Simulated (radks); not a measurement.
Spin polarisation of the 3d8 shell in neutral nickel. Start: [Ar] 3d(up 4, down 4) 4s2; electrons of 3d are moved from spin down to spin up, other shells keep equal spins. Calculated with a radial shooting solver on a logarithmic mesh with Libxc functionals: scalar-relativistic Kohn-Sham, PBE, spin-polarised, spherical densities, finite nucleus; Fermi nuclear charge, rms radius of each element as measured or else 0.836 A^(1/3) + 0.57 fm.

moment (Bohr magnetons),E - E(0) (eV),e(3d up) (eV),e(3d down) (eV),4s down minus up (eV),3p down minus up (eV)
0,0.000,-8.874,-8.874,0.000,0.000
0.5,-0.062,-9.115,-8.621,0.086,0.553
1,-0.247,-9.345,-8.357,0.173,1.107
1.5,-0.556,-9.562,-8.080,0.260,1.661
2,-0.988,-9.767,-7.792,0.348,2.214

At moment 2 the spin-polarisation energy is -0.988 eV and the 3d exchange splitting 1.975 eV, that is 0.988 eV per Bohr magneton; E = -I m^2/4 would give I = 0.988 eV.
